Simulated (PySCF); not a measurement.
**Electronic absorption of SbCl5**

Compound: SbCl5.
Geometry (PBE0-D3(BJ)/def2-SVP, Å), atoms numbered from 1 in this order:
```
atom  x, y, z in Å
Sb1   -0.004   -0.001    0.000
Cl2   -0.021   -0.006    2.362
Cl3    0.016    0.012   -2.362
Cl4    2.331    0.010    0.022
Cl5   -1.174    2.023   -0.002
Cl6   -1.148   -2.039   -0.021
```

Computed, not measured: TDDFT wB97X-D/def2-SVPD, vertical, gas phase, core orbitals frozen in the response, def2 core potentials past Kr (PySCF). Spin–orbit coupling is left out.

Problem. What does the calculation give for the low-lying excited states?

Solution. 

```
state  E (eV)  λ (nm)  ν̃ (cm⁻¹)       f  main configurations (H = HOMO, L = LUMO)
   S1    3.39   365.8      27340  0.0000                            H-1/H→L (≥94%)
   S2    3.40   364.9      27410  0.0000                            H-1/H→L (≥94%)
   S3    3.83   323.8      30880  0.0090                          H-3/H-2→L (≥97%)
   S4    3.83   323.8      30890  0.0092                          H-3/H-2→L (≥97%)
   S5    4.14   299.5      33380   0.046                               H-4→L (96%)
   S6    4.25   291.6      34290  0.0000                               H-6→L (97%)
   S7    4.69   264.1      37860   0.034                               H-7→L (89%)
   S8    4.71   263.2      37990   0.036                               H-8→L (89%)
   S9    4.98   249.0      40170  0.0000                 H-10→L (85%), H-9→L (10%)
  S10    4.98   248.9      40180  0.0000                 H-9→L (85%), H-10→L (10%)
```

Triplets (Tamm–Dancoff): T1 3.07 eV, H-1/H→L (≥89%); T2 3.08 eV, H-1/H→L (≥89%); T3 3.46 eV, H-3/H-2→L (≥96%); T4 3.46 eV, H-3/H-2→L (≥96%).

The lowest singlet level (S1/S2) comes at 366 nm (327 kJ/mol) in the ultraviolet; it is dark (f under 0.0005). The most intense listed level is S5 at 4.14 eV (300 nm, f = 0.046), 0.75 eV above S1. S1/S2, S3/S4 and S9/S10 lie within about 0.01 eV of each other in each set; the point group D3h has degenerate representations, and within a degenerate level the listed configurations can mix freely. Löwdin shares by element: HOMO (one of a set within 0.03 eV) chlorine 96% or more; LUMO chlorine 50% or more, antimony 21% (atoms not listed hold the other 30%). Orbital energies (eV): HOMO-3 -11.64, HOMO-2 -11.64, HOMO-1 -11.26, HOMO -11.25, LUMO -3.43, LUMO+1 -0.05, LUMO+2 -0.01. The listed states span 1.59 eV. No computed singlet lies in the visible range (380 to 750 nm); the lowest, at 366 nm, stands 0.13 eV above its violet end (3.26 eV); a Tamm–Dancoff triplet lies at 404 nm, without intensity as long as spin–orbit coupling is left out. The vertical ionisation energy (ΔSCF) is 11.56 eV, 6.58 eV above S10. Orbitals of the list HOMO-3 to LUMO+2 that lie within 0.01 eV of each other are written together with a slash and their weights summed (≥ marks a lower bound); for degenerate orbitals outside that list single weights are arbitrary. Only the lowest 10 singlets were computed, as vertical energies without vibronic structure.
